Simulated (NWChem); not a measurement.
The numbers come from NWChem runs, not from measurements. System: BrSi, charge 1, spin multiplicity 1, at the geometry of a parent with another charge or spin, in a state set for the comparison that need not be this species' ground state. Level: MP2/def2-TZVPD, 14 core orbitals frozen.

Input file:

```
start mol
memory heap 200 mb stack 900 mb global 1100 mb
charge 1
geometry units angstroms nocenter noautoz
  Si     0.000000     0.000000     1.599565
  Br     0.000000     0.000000    -0.639826
  symmetry group C2v
end
basis spherical
  * library def2-tzvpd
end
scf
  rhf
  nopen 0
  maxiter 100
  thresh 1e-7
  semidirect memsize 60000000 filesize 0
end
mp2
  freeze core 14
end
task mp2 energy
```

Part of the output:

```
             Northwest Computational Chemistry Package (NWChem) 7.3.0
             --------------------------------------------------------

                                NWChem Input Module
                                -------------------

 Scaling coordinates for geometry "geometry" by  1.889725989
 (inverse scale =  0.529177249)

 Turning off AUTOSYM since
 SYMMETRY directive was detected!

                             Geometry "geometry" -> ""
                             -------------------------

 Output coordinates in angstroms (scale by  1.889725989 to convert to a.u.)

  No.       Tag          Charge          X              Y              Z
 ---- ---------------- ---------- -------------- -------------- --------------
    1 Si                  14.0000     0.00000000     0.00000000     1.59956500
    2 Br                  35.0000     0.00000000     0.00000000    -0.63982600

 Effective nuclear repulsion energy (a.u.)     115.7890033540

            Nuclear Dipole moment (a.u.)
            ----------------------------
        X                 Y               Z
 ---------------- ---------------- ----------------
     0.0000000000     0.0000000000     0.0000000000

      Symmetry information
      --------------------

 Group name             C2v
 Group number             16
 Group order               4
 No. of unique centers     2

      Symmetry unique atoms

     1    2


 Summary of "ao basis" -> "" (spherical)
 ------------------------------------------------------------------------------
       Tag                 Description            Shells   Functions and Types
 ---------------- ------------------------------  ------  ---------------------
 *                         def2-tzvpd                 on all atoms

 Summary of "ao basis" -> "ao basis" (spherical)
 ------------------------------------------------------------------------------
       Tag                 Description            Shells   Functions and Types
 ---------------- ------------------------------  ------  ---------------------
 Si                        def2-tzvpd               15       43   6s5p3d1f
 Br                        def2-tzvpd               19       57   7s6p5d1f

                                 NWChem SCF Module
                                 -----------------

  ao basis        = "ao basis"
  functions       =   100
  atoms           =     2
  closed shells   =    24
  open shells     =     0
  charge          =   1.00
  wavefunction    = RHF
  use symmetry    = T
  symmetry adapt  = T

 Summary of "ao basis" -> "ao basis" (spherical)
 ------------------------------------------------------------------------------
       Tag                 Description            Shells   Functions and Types
 ---------------- ------------------------------  ------  ---------------------
 Si                        def2-tzvpd               15       43   6s5p3d1f
 Br                        def2-tzvpd               19       57   7s6p5d1f

      Symmetry analysis of basis
      --------------------------

        a1         44
        a2         10
        b1         23
        b2         23

 Forming initial guess at       0.1s

      Superposition of Atomic Density Guess
      -------------------------------------

 Sum of atomic energies:       -2861.23475413

 Renormalizing density from      49.00 to     48

      Non-variational initial energy
      ------------------------------

 Total energy =   -2825.282908
 1-e energy   =   -4127.588536
 2-e energy   =    1186.516624
[...]
   Bfn.  Coefficient  Atom+Function         Bfn.  Coefficient  Atom+Function
  ----- ------------  ---------------      ----- ------------  ---------------
    17      0.502947  1 Si py                20      0.487577  1 Si py
    64     -0.188517  2 Br py                61     -0.178531  2 Br py
     8     -0.150355  1 Si py                14      0.150757  1 Si py

 Vector   26  Occ=0.000000D+00  E=-2.365516D-01  Symmetry=b1
              MO Center= -7.5D-14, -1.2D-27,  1.5D+00, r^2= 3.2D+00
   Bfn.  Coefficient  Atom+Function         Bfn.  Coefficient  Atom+Function
  ----- ------------  ---------------      ----- ------------  ---------------
    16      0.502947  1 Si px                19      0.487577  1 Si px
    63     -0.188517  2 Br px                60     -0.178531  2 Br px
     7     -0.150355  1 Si px                13      0.150757  1 Si px

 Vector   27  Occ=0.000000D+00  E=-1.202583D-01  Symmetry=a1
              MO Center= -6.0D-13,  6.4D-13,  1.4D+00, r^2= 6.4D+00
   Bfn.  Coefficient  Atom+Function         Bfn.  Coefficient  Atom+Function
  ----- ------------  ---------------      ----- ------------  ---------------
    50      0.573979  2 Br s                  6     -0.466506  1 Si s
    18     -0.346405  1 Si pz                49     -0.342264  2 Br s
    34     -0.322502  1 Si d  0               5      0.301958  1 Si s
    21     -0.299479  1 Si pz                62     -0.282247  2 Br pz
     4      0.259639  1 Si s                 48     -0.180242  2 Br s

 center of mass
 --------------
 x =   0.00000000 y =   0.00000000 z =  -0.11177449

 moments of inertia (a.u.)
 ------------------
         371.106909413191           0.000000000000           0.000000000000
           0.000000000000         371.106909413191           0.000000000000
           0.000000000000           0.000000000000           0.000000000000

  Mulliken analysis of the total density
  --------------------------------------

    Atom       Charge   Shell Charges
 -----------   ------   -------------------------------------------------------
    1 Si  14    13.02   2.00  0.60  1.37  1.33  0.64 -0.03  4.09  1.75  0.32  0.66  0.14  0.05  0.11 -0.01  0.02
    2 Br  35    34.98   2.00  2.00  1.16  0.77  1.01  1.00  0.02  6.00  5.94  1.21  2.80  1.01 -0.01  8.99  1.02 -0.01  0.05 -0.00  0.00

       Multipole analysis of the density wrt the origin
       ------------------------------------------------

     L   x y z        total         open         nuclear
     -   - - -        -----         ----         -------
     0   0 0 0      1.000000      0.000000     49.000000

     1   1 0 0      0.000000      0.000000      0.000000
     1   0 1 0     -0.000000      0.000000      0.000000
     1   0 0 1      2.355112      0.000000      0.000000

     2   2 0 0    -19.515512      0.000000      0.000000
     2   1 1 0      0.000000      0.000000      0.000000
     2   1 0 1     -0.000000      0.000000      0.000000
     2   0 2 0    -19.515512      0.000000      0.000000
     2   0 1 1      0.000000      0.000000      0.000000
     2   0 0 2    -10.648696      0.000000    179.084306

                   NWChem MP2 Semi-direct Energy/Gradient Module
                   ---------------------------------------------

  Basis functions       =    100
  Molecular orbitals    =    100
  Frozen core           =     14
  Frozen virtuals       =      0
  Active alpha occupied =     10
  Active beta occupied  =     10
  Active alpha virtual  =     76
  Active beta virtual   =     76
  Use MO symmetry       = T
  Use skeleton AO sym   = T

  AO/Fock/Back tols     =   1.0D-09  1.0D-09  1.0D-09

 GA uses MA = F    GA memory limited = T

 Available:
  local mem=  1.26D+08
 global mem=  1.44D+08
 local disk=  0.00D+00
  mp2_memr nvloc                    76
  nvloc new                    76
   1 passes of  10:        4194304                      58384                  12872577.
   1 passes of  10: M    126143853           G      144159200           F     121949549.

 Semi-direct pass number   1 of   1  for RHF alpha+beta  at        3.0s
  vrange nnbf                  4975
  mp2_eaftype                    49  avail_ma_in_mb                  1099
 EAF : mp2_eaftype filesize          49    6436288.
  mp2_eaf for mointskh                     49
Node 0 wrote     30.2 Mb in      0.0 s     Agg I/O rate:  2626.5 Mb/s
 Done moints_semi at        9.0s
  mp2_eaftype                    49  avail_ma_in_mb                  1050
 EAF : mp2_eaftype filesize          49    6436288.
  mp2_eaf for kh                    49
 Done maket at        9.1s
 Done multipass loop at        9.1s

          -------------------------------------------
          SCF energy               -2861.079755013617
          Correlation energy          -0.344419802944
          Singlet pairs               -0.198496828043
          Triplet pairs               -0.145922974901
          Total MP2 energy         -2861.424174816561
          -------------------------------------------

          ---------------------------------------------------
                    Spin Component Scaled (SCS) MP2
          Same spin pairs                     -0.097281983267
          Same spin scaling factor             0.333333333333
          Opposite spin pairs                 -0.247137819677
          Opposite spin scaling fact.          1.200000000000
          SCS-MP2 correlation energy          -0.328992711368
          Total SCS-MP2 energy             -2861.408747724985
          ---------------------------------------------------

 -----------------------
 Performance information
 -----------------------

 Timer overhead =  1.99D-07 seconds/call

               Nr. of calls         CPU time (s)                 Wall time (s)                GFlops
             ---------------    -------------------     ------------------------------   -------------------
Name         Min   Avg   Max    Min     Avg     Max     Min     Avg     Max   Mx/calls   Min     Max     Sum
mp2: moin     1     1     1    6.0     6.0     6.0      6.0     6.0     6.0     6.0      0.0     0.0     0.0
mp2: make     1     1     1   0.13    0.13    0.13     0.13    0.13    0.13    0.13      0.0     0.0     0.0
mp2: tota     1     1     1    6.2     6.2     6.2      6.2     6.2     6.2     6.2      0.0     0.0     0.0

 The average no. of pstat calls per process was 3.00D+00
 with a timing overhead of 5.98D-07s

 Task  times  cpu:        9.1s     wall:        9.1s

 Total times  cpu:        9.1s     wall:        9.1s
```
